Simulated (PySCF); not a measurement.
Job file and geometry (Å, from GFN2-xTB) of an NMR shielding run on `CCC[O+](C)[BH2-]C[SiH3]`, C5H17BOSi, GIAO PBE0/pcSseg-1 NMR shielding, non-relativistic, gas phase (PySCF); density fitting, a coarse starting grid and PySCF grid level 2 are the driver's defaults:

```
$ OMP_NUM_THREADS=1 python probes_run.py task.json out

{"job": {"kind": "nmr", "xc": "PBE0", "basis": "pcSseg-1"}, "charge": 0, "multiplicity": 1}
C     -3.142593    -0.834011     0.871189
C     -1.636094    -0.680440     0.705672
C     -1.295477     0.564105    -0.107691
O      0.121986     0.704276    -0.213462
C      0.539048     2.052653    -0.284882
B      0.819717    -0.200017    -1.466763
C      2.329514    -0.493722    -0.963798
Si     2.471079    -0.861057     0.884336
H     -3.366939    -1.721765     1.455845
H     -3.566456     0.028432     1.381560
H     -3.625593    -0.930062    -0.098337
H     -1.155200    -0.602200     1.682452
H     -1.224402    -1.553514     0.201475
H     -1.699599     1.448515     0.399225
H     -1.736051     0.503900    -1.109954
H      1.622354     2.047310    -0.370381
H      0.111922     2.560097    -1.155668
H      0.247852     2.580167     0.628237
H      0.151287    -1.178872    -1.523641
H      0.718253     0.498463    -2.429869
H      2.711160    -1.358701    -1.509941
H      3.014840     0.321743    -1.213315
H      3.818597    -1.349181     1.215028
H      1.505188    -1.870960     1.332361
H      2.254673     0.348986     1.699456
```

Question: What does the program print?

Answer: 
```
coarse grid: 19768 points
cycle   1  E = -589.6286449089  dE =  4.616e-01  |g| = 5.357e-01  |ddm| = 4.092e+00
cycle   2  E = -589.6038431389  dE =  2.480e-02  |g| = 6.270e-01  |ddm| = 1.115e+00
cycle   3  E = -589.7026138098  dE = -9.877e-02  |g| = 7.560e-02  |ddm| = 6.450e-01
cycle   4  E = -589.7035006615  dE = -8.869e-04  |g| = 3.953e-02  |ddm| = 7.430e-02
cycle   5  E = -589.7037963970  dE = -2.957e-04  |g| = 7.595e-03  |ddm| = 2.914e-02
cycle   6  E = -589.7038068405  dE = -1.044e-05  |g| = 2.635e-03  |ddm| = 7.743e-03
cycle   7  E = -589.7038085134  dE = -1.673e-06  |g| = 3.469e-04  |ddm| = 2.379e-03
final grid: 181712 points
cycle   8  E = -589.7626575967  dE = -6.355e-05  |g| = 1.359e-02  |ddm| = 3.772e-02
cycle   9  E = -589.7626281837  dE =  2.941e-05  |g| = 1.880e-02  |ddm| = 2.012e-02
cycle  10  E = -589.7626951392  dE = -6.696e-05  |g| = 1.914e-03  |ddm| = 1.131e-02
cycle  11  E = -589.7626959510  dE = -8.118e-07  |g| = 2.326e-04  |ddm| = 1.877e-03
cycle  12  E = -589.7626959618  dE = -1.080e-08  |g| = 9.537e-05  |ddm| = 2.889e-04
cycle  13  E = -589.7626959639  dE = -2.074e-09  |g| = 2.506e-05  |ddm| = 8.656e-05
cycle  14  E = -589.7626959640  dE = -1.569e-10  |g| = 3.886e-06  |ddm| = 2.859e-05
converged SCF energy = -589.7626959640

GIAO shielding tensors (ppm)
atom      isotropic    diamagn.    paramagn.     s11        s22        s33       span
  0 C      176.326     245.086     -68.760    168.811    170.693    189.475     20.664
  1 C      161.196     249.952     -88.757    143.502    168.226    171.859     28.358
  2 C      102.978     248.488    -145.510     60.247     83.318    165.369    105.121
  3 O      306.198     402.413     -96.216    271.226    299.445    347.921     76.695
  4 C      121.782     246.794    -125.012     86.621     98.385    180.338     93.716
  5 B       91.499     191.453     -99.954     59.004     79.832    135.660     76.655
  6 C      191.122     255.265     -64.143    178.103    195.983    199.279     21.176
  7 Si     424.747     881.001    -456.254    390.013    408.937    475.291     85.278
  8 H       30.382      27.104       3.278     25.546     27.701     37.899     12.353
  9 H       31.073      28.244       2.830     26.360     29.167     37.693     11.332
 10 H       30.955      28.304       2.651     26.232     29.097     37.536     11.304
 11 H       30.054      33.924      -3.870     25.038     30.774     34.349      9.310
 12 H       29.299      33.856      -4.558     24.043     30.028     33.825      9.782
 13 H       28.573      33.465      -4.892     23.645     29.233     32.842      9.197
 14 H       27.965      33.011      -5.046     23.955     27.901     32.038      8.082
 15 H       27.776      31.783      -4.007     23.017     27.369     32.942      9.925
 16 H       28.369      30.249      -1.880     25.209     25.420     34.477      9.268
 17 H       28.443      31.134      -2.691     24.703     25.729     34.897     10.194
 18 H       28.259      34.628      -6.368     23.839     28.362     32.577      8.738
 19 H       28.305      33.189      -4.884     24.167     28.595     32.154      7.986
 20 H       31.794      30.995       0.799     27.409     27.979     39.994     12.585
 21 H       31.523      31.984      -0.461     27.326     29.268     37.974     10.648
 22 H       27.762      29.562      -1.799     24.131     25.154     34.002      9.871
 23 H       28.009      31.513      -3.504     24.171     27.729     32.128      7.957
 24 H       28.093      31.940      -3.846     24.632     27.858     31.790      7.159
```

Size and cost of the density-fitted run: 228 basis functions, 95 s wall time on 1 thread of an Arm Neoverse N1, shared host; peak memory 1.1 GiB.
